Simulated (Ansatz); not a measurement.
`OB(S)Cl` + H–F → `FB(S)Cl` + H₂O at 500 K and 1 bar (ligand exchange at a B–O bond).

Calculated with Ansatz (gas phase, PBE0-D4/def2-TZVP geometries, no zero-point term in ΔE). CCSD(T)/CBS adds triple-zeta CCSD(T) − MP2 to the extrapolated MP2 energy (def2 sets, frozen cores). This one scheme is used for every species. One conformer a species, not always the lowest.

```tsv
species	CCSD(T)/CBS energy (Eh)	H − E (kJ/mol)	S (J/(mol·K))
`OB(S)Cl`	-958.85217	112.0	346.7
H–F	-100.39570	39.4	188.7
`FB(S)Cl`	-982.86970	77.1	338.8
H₂O	-76.37941	73.2	206.3
```

H − E and S are ideal-gas, rigid-rotor, harmonic terms from PBE0-D4/def2-TZVP, for one conformer and one mirror image of each species. 1 Eh = 2625.50 kJ/mol, R = 8.31446 J/(mol·K).

Task: By hand: ΔE, ΔH, ΔS and ΔG.

Result: ΔE = (-982.86970) + (-76.37941) − (-958.85217) − (-100.39570) = -0.00124 Eh = -3.3 kJ/mol. Δ(H − E) = 77.1 + 73.2 − 112.0 − 39.4 = -1.1, so ΔH = -4.4 kJ/mol. ΔS = 338.8 + 206.3 − 346.7 − 188.7 = 9.7 J/(mol·K). ΔG = -4.4 − 500 × (9.7)/1000 = -9.2 kJ/mol.

Task: By hand: the equilibrium constant, and the temperature at which ΔG would vanish if ΔH and ΔS stayed fixed.

Result: log₁₀ K = −ΔG/(RT ln 10) = 1.0. ΔH and −TΔS have one sign here, so there is no such temperature. One of them is within its doubt of zero, so this could turn.

TΔS isn't small against ΔH here. A doubt of 5 kJ/mol in ΔE shifts log₁₀ K by 0.5 here. Other conformers and mirror images would add mixing entropy, several J/(mol·K) or more a flexible species. These are equilibria of isolated gas molecules and say nothing of rates. Largest T1 diagnostic: 0.012 (customary marks: 0.02 for closed shells, 0.045 for open ones).
